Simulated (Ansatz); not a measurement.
A nudged elastic band was laid between two geometries of Cl4FH2OTa (9 atoms, charge 0, multiplicity 1).

Level of theory: RKS PBE-D4/def2-SVP (Ansatz 0.2.0).

```yaml
movable_images: 4
climbing_image: no
spring: 5.0 eV/Å²
optimiser: quadratic models (default)
start_path: through a guess of the saddle point
force_threshold: 0.03 eV/Å
iteration_limit: 60
end_points: relaxed
```

Image 0:

```xyz
9
Properties=species:S:1:pos:R:3
Ta 0.002 0.052 0.106
O 1.977 -0.225 0.290
H 2.284 -0.718 1.078
Cl -0.033 -0.336 2.442
Cl 0.438 0.633 -2.114
Cl -1.763 1.537 0.287
Cl -0.944 -1.967 -0.398
F 1.238 2.018 0.567
H 1.970 1.349 0.513
```

Image 5:

```xyz
9
Properties=species:S:1:pos:R:3
Ta -0.146 0.479 0.168
O 2.077 -0.257 0.268
H 2.204 -0.820 1.060
Cl -0.028 -0.046 2.481
Cl 0.372 0.880 -2.080
Cl -2.278 1.303 0.170
Cl -0.519 -1.782 -0.301
F 0.852 2.053 0.585
H 2.636 0.534 0.421
```

Q: What changes between the two ends?

A: Bonds broken: F8–H9. Bonds formed: O2–H9.

Q: Give the energies along the band, and the barrier.

A: The forces met the threshold. The highest image is number 0 of 0 to 5, 0.0 kJ/mol above the first end and 81.0 kJ/mol above the last; the last end lies 81.0 kJ/mol below the first. The highest image is an end point: on this band no image between the ends rises above it. The orbitals stay closed-shell, which can raise the energy where a bond breaks towards radicals; this wasn't checked here.

```
image  path coordinate (Å)  energy (kJ/mol)  F8–H9 (Å)  O2–H9 (Å)
    0                 0.00              0.0       0.99       1.59
    1                 0.36             -3.0       1.19       1.22
    2                 0.72            -44.4       1.55       1.03
    3                 1.08            -68.7       1.88       0.99
    4                 1.45            -78.5       2.17       0.98
    5                 1.81            -81.0       2.35       0.98
```

Run time: 2.2 min on 4 threads of Arm Neoverse V1, with other jobs on the host, peak memory 0.23 GiB.
